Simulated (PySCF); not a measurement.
A GIAO shielding run with PySCF (density fitting, non-relativistic, gas phase) on `CC[CH2][AlH3-]`, [C3H10Al]-:

```
{"job": {"kind": "nmr", "xc": "PBE0", "basis": "pcSseg-0", "pop": true}, "charge": -1, "multiplicity": 1}
C     -1.659170     0.254484    -0.151729
C     -0.885529    -0.341202     1.017915
C      0.524129     0.230674     1.161118
Al     1.840026    -0.146134    -0.354710
H     -1.773347     1.345985    -0.031385
H     -2.670133    -0.179118    -0.251641
H     -1.116129     0.096928    -1.097357
H     -1.491765    -0.204803     1.940476
H     -0.820652    -1.436214     0.871285
H      0.987730    -0.174930     2.082362
H      0.458621     1.325322     1.332266
H      1.843621    -1.773499    -0.648593
H      1.422584     0.653990    -1.739394
H      3.339800     0.347887     0.127053
```

Hardware: 1 thread of an Arm Neoverse V1, shared host. The job also computes population analyses, field gradients.

**Question.** How large is the calculation?

**Answer.** 42 electrons, 60 basis functions and 565 auxiliary functions.

**Question.** How long does it take?

**Answer.** 4.1 s of wall time, with 12 SCF cycles and 4 response iterations. Times on a shared host scatter by some tens of per cent.

**Question.** And these other runs on the same molecule and hardware: GIAO shielding at PBE0/IGLO-III; GIAO shielding at PBE0/aug-cc-pVDZ; GIAO shielding at PBE0/cc-pVDZ; GIAO shielding at PBE0/cc-pVTZ?

**Answer.** PBE0/IGLO-III: 249 functions, 26 s; PBE0/aug-cc-pVDZ: 186 functions, 18 s; PBE0/cc-pVDZ: 110 functions, 8.6 s; PBE0/cc-pVTZ: 264 functions, 30 s.
